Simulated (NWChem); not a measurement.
System: C3H9ClSi; SMILES C[Si](C)(Cl)C

Here is an NWChem input.

```
start job
memory heap 200 mb stack 900 mb global 1100 mb
geometry units angstroms
  C      0.832383    -1.581240     0.898514
  Si     0.000000     0.000000     0.341848
  C      0.953203     1.511484     0.898514
  C     -1.785585     0.069756     0.898514
  Cl     0.000000     0.000000    -1.754262
  H      0.861377    -1.636078     1.999026
  H      0.290550    -2.463918     0.525839
  H      1.866651    -1.633860     0.525655
  H      0.481639     2.433498     0.525655
  H      0.986197     1.564013     1.999026
  H      1.988541     1.483583     0.525839
  H     -1.847574     0.072065     1.999026
  H     -2.348290    -0.799637     0.525655
  H     -2.279091     0.980336     0.525839
end
basis spherical
  * library sto-3g
end
dft
  xc hfexch
  iterations 150
end
driver
  maxiter 120
end
task dft optimize
task dft freq
```

The level has its own optimisation; frequencies are unscaled.

Q: What results follow from this input? (Hartree-Fock/STO-3G.) Quantities: r C–Si (Å); r C–H (Å); r Cl–Si (Å); highest harmonic frequency (cm⁻¹); lowest (cm⁻¹); zero-point energy (kcal/mol); dipole (D).

A: 
| Item | Result |
|---|---|
| r C–Si (Å) | 1.858 |
| r C–H (Å) | 1.082 |
| r Cl–Si (Å) | 2.101 |
| highest harmonic frequency (cm⁻¹) | 3761 |
| lowest (cm⁻¹) | 130 |
| zero-point energy (kcal/mol) | 86.4 |
| dipole (D) | 3.38 |
